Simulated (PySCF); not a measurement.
## How methods differ on the ionisation energy of Cd⁺

Cd⁺ [Kr] 4d10 5s1 (2S) → Cd²⁺ [Kr] 4d10 (1S), as a difference of total energies. All numbers are calculated (PySCF 2.14, scalar relativity through the core potential, in aug-cc-pVDZ-PP with ECP28MDF (5s5p4d2f, 54 functions)). Correlated levels: valence: 4s2 4p6 frozen. The calculations carry no spin-orbit coupling.

```tsv
method	ionisation energy (eV)
UHF	15.499
MP2 (valence)	16.597
SCS-MP2 (valence)	16.428
CCSD (valence)	16.462
CCSD(T) (valence)	16.510
```

Errors of the correlated levels include the incompleteness of this basis and the frozen core.

Q: Which method comes closest to the reference value, and which is furthest?

A: The reference is 16.908 eV (measured; NIST Atomic Spectra Database, ionization energies). Closest: MP2 (valence) (error -0.311 eV); furthest: UHF (error -1.409 eV).
